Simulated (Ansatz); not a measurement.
```yaml
crystal:
  periodic: [false, false, false]
  atoms:
    - {symbol: Ge, position_ang: [0.010748, 0.020134, -0.696073]}
    - {symbol: N, position_ang: [0.129008, 0.240302, 1.134368]}
    - {symbol: H, position_ang: [0.661036, -0.496367, 1.583633]}
    - {symbol: H, position_ang: [-0.778468, 0.276939, 1.584458]}
    - {symbol: H, position_ang: [1.447487, 0.012517, -1.229141]}
    - {symbol: H, position_ang: [-0.770624, 1.224023, -1.233233]}
    - {symbol: H, position_ang: [-0.699177, -1.277546, -1.144013]}
basis:
  gaussian: {orbitals: def2-mTZVPP, point_charges: [{charge: -1.00, position_ang: [4.623, 0.967, 0.270]}]}
hamiltonian: {xc: {name: B2GP-PLYP}}
scf: {omitted_lower_state_checks: [starts]}
output: {forces: true}
```

```sh
$ ansatz run in.yaml --threads 2 --pin off --events-out ev --progress --plain --max-ram 4352MiB
```

Shortened log:

```
Functional definition: B2GP-PLYP
800 factors; integrals over basis functions are off by at most 1.3e-3 eV
mean field evaluation 1: about -58066.5153 eV, gradient 4.0e1 eV
mean field evaluation 2: about -58066.5153 eV, gradient 4.0e1 eV
mean field evaluation 4: about -58069.3610 eV, gradient 1.9e0 eV
mean field evaluation 8: about -58069.3709 eV, gradient 1.7e-1 eV
mean field evaluation 16: about -58069.3709 eV, gradient 1.1e-5 eV
mean field -58069.37094189 eV, -2134.0100212811 hartree, gradient 2.2e-6 eV, S^2 0.000000; 0 other end points of the search recorded, 0 dependent functions left out
10 core orbitals not correlated: weight in the atoms' cores, before any rotation towards them, 1.000 or more for the frozen orbitals, at most 0.000 for the correlated occupied ones
reference -58069.37103773 eV, -2134.0100248033 hartree; 12, 12 occupied and 63, 63 virtual orbitals, 800 factors
second order -13.36683179 eV of doubles, -0.00000000 eV of singles
Total energy: -58074.18309718 eV, -2134.1868647262 hartree
Atom 0 at     0.010748     0.020134    -0.696073 Å, force     0.646575     0.072442    -0.263667 eV/Å
Atom 1 at     0.129008     0.240302     1.134368 Å, force    -0.395176    -0.143388     0.230685 eV/Å
Atom 2 at     0.661036    -0.496367     1.583633 Å, force     0.080506     0.194191    -0.049238 eV/Å
Atom 3 at    -0.778468     0.276939     1.584458 Å, force     0.105680    -0.045616    -0.000060 eV/Å
Atom 4 at     1.447487     0.012517    -1.229141 Å, force    -0.282221    -0.013352     0.043638 eV/Å
Atom 5 at    -0.770624     1.224023    -1.233233 Å, force    -0.070192    -0.110865     0.028654 eV/Å
Atom 6 at    -0.699177    -1.277546    -1.144013 Å, force    -0.076063     0.097960     0.031391 eV/Å
Dipole moment:     0.095866    -0.165562     0.056413 e Å
Checks for a lower state left out: starts
```

It took 5.5 s on 2 threads of Intel Xeon on a shared host.

Correlated methods freeze 10 core orbitals; core or outer-core shells of Ge are correlated, in sets that lack core-valence functions.
